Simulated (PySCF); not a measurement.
A PySCF script (with the pyscf-properties extension) for the NMR shieldings of `C([SiH2]C#CC)[Si@H](P)Cl`, C4H10ClPSi2, on a GFN2-xTB geometry:

```python
import basis_set_exchange as bse
import numpy as np
from pyscf import gto, dft
from pyscf.prop import nmr

atoms = """
C     3.248874    0.506511    0.644190
C     2.117840   -0.104914   -0.014622
C     1.165097   -0.606835   -0.557618
Si   -0.326206   -1.340711   -1.357975
C    -1.721028   -0.031259   -1.259282
Si   -2.422720    0.357574    0.468335
P    -0.952160    1.064559    2.015355
Cl   -3.308994   -1.314985    1.201686
H     3.914118    0.954992   -0.093493
H     2.902920    1.281974    1.328537
H     3.800922   -0.243001    1.210835
H    -0.035580   -1.599617   -2.774636
H    -0.712857   -2.569213   -0.658594
H    -1.352181    0.897228   -1.695716
H    -2.543149   -0.361382   -1.894476
H    -3.468593    1.385017    0.379153
H    -0.132190   -0.045269    1.933280
H    -0.182872    1.775648    1.113384
"""
names = dict.fromkeys(["C", "Si", "P", "Cl", "H"], "pcSseg-1")
basis = {el: gto.basis.parse(bse.get_basis(n, elements=[el], fmt="nwchem")) for el, n in names.items()}
mol = gto.M(atom=atoms, basis=basis, charge=0, verbose=0)
mf = dft.RKS(mol, xc="PBE0")
mf.grids.level = 2
mf.grids.alignment = dft.numint.BLKSIZE   # the property module wants whole blocks of grid points
mf.conv_tol = 1e-9
mf.kernel()

calc = nmr.RKS(mf)   # GIAO
C = mf.mo_coeff
Co = C[:, mf.mo_occ > 0]
resp = mf.gen_response(singlet=True, hermi=2)
def vind(x):   # induced exchange potential for any number of trial vectors
    d = np.einsum("pi,xij,qj->xpq", C, 2 * x.reshape(-1, C.shape[1], Co.shape[1]), Co, optimize=True)
    return np.einsum("xpq,pi,qj->xij", resp(d - d.transpose(0, 2, 1)), C, Co, optimize=True).ravel()
mo1, _ = nmr.rhf.solve_mo1(calc, with_cphf=vind)
sigma = calc.kernel(mo1)
for i, s in enumerate(sigma):   # ppm
    print("%2d %-2s %9.2f" % (i, mol.atom_pure_symbol(i), np.trace(s) / 3))
```

Question: What does it print?

Answer: 
```
 0 C     180.64
 1 C      68.30
 2 C     100.93
 3 Si    423.60
 4 C     180.47
 5 Si    334.46
 6 P     578.18
 7 Cl    972.31
 8 H      29.61
 9 H      29.75
10 H      29.60
11 H      27.13
12 H      27.07
13 H      31.65
14 H      31.36
15 H      25.84
16 H      29.68
17 H      30.39
```

These numbers come from an equivalent density-fitted implementation of the same equations, which agrees with the script to about 0.01 ppm for H and up to a few tenths of a ppm for heavy atoms, so last digits may differ.

Question: Turn these shieldings into chemical shifts. Chemical shifts δ = σref − σ; ¹³C (σ = 186.93 ppm) and ²⁹Si (σ = 349.16 ppm) and ¹H (σ = 31.72 ppm) against TMS; ³¹P (σ = 318.38 ppm) against H3PO4; ³⁵Cl (σ = 949.78 ppm) vs HCl, all at this level.

Answer: Averaging equivalent atoms: C 1: 118.6; C 2: 86.0; C 4: 6.5; C 0: 6.3; Si 5: 14.7; Si 3: -74.4; P 6: -259.8; Cl 7: -23; H 15: 5.88; H 12: 4.65; H 11: 4.59; H 8/9/10: 2.07; H 16/17: 1.68; H 14: 0.35; H 13: 0.06 ppm. Experimental scales use liquid or dissolved standards, which lie at an offset from isolated H3PO4.

Size and cost of the density-fitted run: 214 basis functions, 48 s wall time on 1 thread of an Arm Neoverse V1, shared host; peak memory 0.97 GiB.
